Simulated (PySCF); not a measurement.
## Stretching GeSe

Set-up: basis Ge cc-pVTZ-PP with ECP10, Se cc-pVTZ-PP with ECP10; scalar-relativistic core potentials; PySCF 2.14. Energies in eV from Ge + Se in their ground configurations at the same level. State: ¹Σ⁺ (singlet), closed shell.

All columns are PBE0. A positive dipole means Ge(−)Se(+).

| R (Å) | E (eV) | μ (D) | Mulliken charge on Ge (basis-dependent) | HOMO (eV) | LUMO (eV) | Mayer bond order | ⟨S²⟩ |
| --- | --- | --- | --- | --- | --- | --- | --- |
| 1.843 | -3.440 | -0.60 | 0.07 | -7.38 | -1.69 | 2.45 | 0.00 |
| 1.929 | -4.337 | -0.98 | 0.13 | -7.50 | -1.91 | 2.43 | 0.00 |
| 2.014 | -4.828 | -1.37 | 0.19 | -7.59 | -2.12 | 2.41 | 0.00 |
| 2.079 | -5.000 | -1.66 | 0.22 | -7.64 | -2.27 | 2.40 | 0.00 |
| 2.143 | -5.045 | -1.94 | 0.25 | -7.50 | -2.42 | 2.39 | 0.00 |
| 2.207 | -4.992 | -2.22 | 0.27 | -7.34 | -2.56 | 2.37 | 0.00 |
| 2.293 | -4.809 | -2.59 | 0.29 | -7.15 | -2.75 | 2.36 | 0.00 |
| 2.400 | -4.457 | -3.02 | 0.32 | -6.93 | -2.96 | 2.35 | 0.00 |
| 2.529 | -3.928 | -3.49 | 0.33 | -6.71 | -3.20 | 2.33 | 0.00 |
| 2.700 | -3.146 | -4.07 | 0.35 | -6.47 | -3.48 | 2.32 | 0.00 |

A fit through these points gives, at Re = 2.138 Å, μ = -1.92 D and dμ/dR = -4.42 D/Å; the reduced mass is 38.4 u.

**Question.** How strong is the fundamental in the double-harmonic approximation, I = 42.26·(dμ/dR)²/μred km/mol?

**Answer.** I = 42.26·(-4.42)²/38.4 = 21.5 km/mol at PBE0.
